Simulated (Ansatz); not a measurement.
```csv
atom,x (Å),y (Å),z (Å)
O,-0.0071,0.0278,0.1315
H,0.0112,0.7539,-0.4858
H,0.0115,-0.7429,-0.4987
```

Basis set: d-aug-cc-pVDZ (spherical functions). Frozen core: 1 orbital. Charge 0, multiplicity 1.

Computed with Ansatz (development build ahead of 0.2.0); each method stands on the lowest determinant of its kind that the runs found. Restricted open shells among the atoms or ions are ROHF, correlated in semicanonical orbitals with singles. Restricted functionals stand beside restricted open-shell atoms, which can lie above the unrestricted atoms usual in DFT and then raise those values.

Question: Give the atomization energy at this shape (free ground-state atoms in the same class of orbitals less the molecule, no zero-point energy) of singlet H₂O by ωB97X (restricted), RHF-MP2, RHF.

Answer:

```csv
method,atomization energy
ωB97X (restricted),958.6 kJ/mol
RHF-MP2,934.8 kJ/mol
RHF,659.9 kJ/mol
```
